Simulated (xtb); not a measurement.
(1-methylcyclopropyl)methanol (C5H10O), SMILES CC1(CO)CC1. All values are semi-empirical tight-binding results from xtb (GFN2-xTB unless named), good for trends rather than for accurate numbers. Coordinates come from a GFN2-xTB optimisation. The values are those of a single conformer.

Question: Estimate the properties. (An estimate is asked for; the answer gives what the named calculation found.)

Answer: 
```
Property                                         Result
----------------------------------------  -------------
point group as xtb finds it                          Cs
orbital gap                                     9.41 eV
dipole moment                                    1.78 D
zero-point energy                         87.5 kcal/mol
G − E(el) at 298.15 K (modified RRHO)     68.3 kcal/mol
static polarisability (D4 model)             62.9 bohr³
solvation energy, GFN2-xTB/ALPB(water)    -4.9 kcal/mol
solvation energy, GFN2-xTB/ALPB(toluene)  -5.1 kcal/mol
```

Computed IR lines (harmonic; lines under 4 % of the strongest left out, lines within 3 cm⁻¹ merged):
ν (cm⁻¹): 83 (w), 267 (vs), 480 (w), 736 (w), 1096 (s), 1202 (s), 1247 (w), 1273 (w), 1380 (w), 1491 (w), 2825 (s), 2865 (s), 3006 (m), 3016 (m), 3047 (w), 3083 (m), 3088 (m), 3111 (w), 3123 (m), 3575 (w) (against the strongest line: vs over 80 %, s over 45 %, m over 15 %, w over 4 %, vw less)
